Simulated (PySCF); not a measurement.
## Ca (calcium, neutral): PBEsol calculation

Configuration: [Ar] 4s2, closed-shell 1S. Computed with PySCF 2.14 in an uncontracted even-tempered set (22 s from 0.0056 bohr⁻², ratio 2.5; 16 p from 0.0073 bohr⁻², ratio 2.5; 6 d from 0.11 bohr⁻², ratio 2.7; 6 f from 0.16 bohr⁻², ratio 2.7), with the non-relativistic Hamiltonian (point nucleus).

```json
{
 "Total energy": "-676.498 hartree",
 "One-electron energy": "-926.784 hartree",
 "Hartree (Coulomb) energy": "285.207 hartree",
 "Exchange-correlation energy": "-34.921 hartree",
 "Kinetic energy": "675.72993 hartree",
 "⟨S²⟩": "0.0000",
 "⟨L²⟩": "0.000",
 "Sum of ⟨r⟩": "20.88 bohr",
 "Sum of ⟨r²⟩": "52.95 bohr²",
 "Density at the nucleus (Gaussians lack the cusp)": "5260 bohr⁻³",
 "Langevin diamagnetic susceptibility": "-41.9 ×10⁻⁶ cm³/mol"
}
```

```tsv
shell	electrons	mean orbital energy (eV)	rms radius, mean of both spins (bohr)
1s	2	-3922.7	0.0897
2s	2	-410.08	0.400
2p	6	-334.20	0.366
3s	2	-46.558	1.25
3p	6	-28.005	1.38
4s	2	-3.751	4.31
```
